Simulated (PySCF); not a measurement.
This PySCF input asks for the NMR shieldings of `C1C(C[SiH2]SBB)CC1`, C5H14B2SSi; the geometry comes from GFN2-xTB.

```python
import basis_set_exchange as bse
import numpy as np
from pyscf import gto, dft
from pyscf.prop import nmr

atoms = """
B     5.698913   -0.083818   -0.124219
B     4.132379   -0.200402    0.323577
S     2.808960    0.492493   -0.647922
Si    1.029116    0.025544    0.500692
C    -0.419509    0.735986   -0.487447
C    -1.749338    0.490757    0.200532
C    -3.025910    0.839417   -0.590709
C    -3.612611   -0.530020   -0.217752
C    -2.229227   -0.967610    0.287065
H     6.235017   -0.895307   -0.780624
H     6.384398    0.806188    0.215224
H     3.789293   -0.742563    1.312687
H     0.966982   -1.428762    0.650363
H     1.164154    0.655673    1.815223
H    -0.282409    1.810613   -0.630660
H    -0.443501    0.293024   -1.485778
H    -1.747555    0.967496    1.182603
H    -2.835981    0.940028   -1.657788
H    -3.581795    1.710160   -0.249104
H    -4.027257   -1.111479   -1.038581
H    -4.351789   -0.468324    0.578400
H    -2.197372   -1.426613    1.272823
H    -1.709710   -1.612558   -0.418524
"""
names = dict.fromkeys(["B", "S", "Si", "C", "H"], "pcSseg-1")
basis = {el: gto.basis.parse(bse.get_basis(n, elements=[el], fmt="nwchem")) for el, n in names.items()}
mol = gto.M(atom=atoms, basis=basis, charge=0, verbose=0)
mf = dft.RKS(mol, xc="PBE0")
mf.grids.level = 2
mf.grids.alignment = dft.numint.BLKSIZE   # the property module wants whole blocks of grid points
mf.conv_tol = 1e-9
mf.kernel()

calc = nmr.RKS(mf)   # GIAO
C = mf.mo_coeff
Co = C[:, mf.mo_occ > 0]
resp = mf.gen_response(singlet=True, hermi=2)
def vind(x):   # induced exchange potential for any number of trial vectors
    d = np.einsum("pi,xij,qj->xpq", C, 2 * x.reshape(-1, C.shape[1], Co.shape[1]), Co, optimize=True)
    return np.einsum("xpq,pi,qj->xij", resp(d - d.transpose(0, 2, 1)), C, Co, optimize=True).ravel()
mo1, _ = nmr.rhf.solve_mo1(calc, with_cphf=vind)
sigma = calc.kernel(mo1)
for i, s in enumerate(sigma):   # ppm
    w = np.linalg.eigvalsh((s + s.T) / 2)
    print("%2d %-2s iso %8.1f  s11 %8.1f  s22 %8.1f  s33 %8.1f" % (i, mol.atom_pure_symbol(i), w.mean(), *w))
```

Question: Give the expected output.

Answer: 
```
 0 B  iso     -4.6  s11   -119.2  s22    -30.7  s33    136.2
 1 B  iso     16.0  s11    -73.2  s22     -8.8  s33    130.0
 2 S  iso    538.2  s11    231.9  s22    584.9  s33    797.8
 3 Si iso    370.4  s11    322.4  s22    358.2  s33    430.7
 4 C  iso    159.3  s11    141.0  s22    148.7  s33    188.0
 5 C  iso    155.7  s11    142.4  s22    160.0  s33    164.6
 6 C  iso    154.0  s11    136.7  s22    144.3  s33    180.9
 7 C  iso    170.2  s11    159.8  s22    168.7  s33    182.0
 8 C  iso    157.2  s11    142.6  s22    149.3  s33    179.5
 9 H  iso     21.9  s11     10.2  s22     26.0  s33     29.5
10 H  iso     21.9  s11     10.2  s22     26.0  s33     29.5
11 H  iso     22.9  s11     14.1  s22     26.3  s33     28.3
12 H  iso     26.8  s11     22.6  s22     27.3  s33     30.5
13 H  iso     26.9  s11     22.7  s22     26.5  s33     31.6
14 H  iso     30.2  s11     25.4  s22     29.7  s33     35.6
15 H  iso     30.6  s11     26.3  s22     31.5  s33     33.9
16 H  iso     29.4  s11     25.4  s22     30.1  s33     32.7
17 H  iso     29.9  s11     26.9  s22     29.1  s33     33.8
18 H  iso     29.3  s11     26.0  s22     26.7  s33     35.3
19 H  iso     29.8  s11     26.0  s22     26.8  s33     36.8
20 H  iso     29.7  s11     26.7  s22     26.9  s33     35.6
21 H  iso     29.6  s11     25.7  s22     28.1  s33     35.1
22 H  iso     30.1  s11     26.6  s22     30.4  s33     33.4
```

These numbers come from an equivalent density-fitted implementation of the same equations, which agrees with the script to about 0.01 ppm for H and up to a few tenths of a ppm for heavy atoms, so last digits may differ.

Size and cost of the density-fitted run: 237 basis functions, 2.3 min wall time on 1 thread of an Intel Xeon, shared host; peak memory 1.2 GiB.
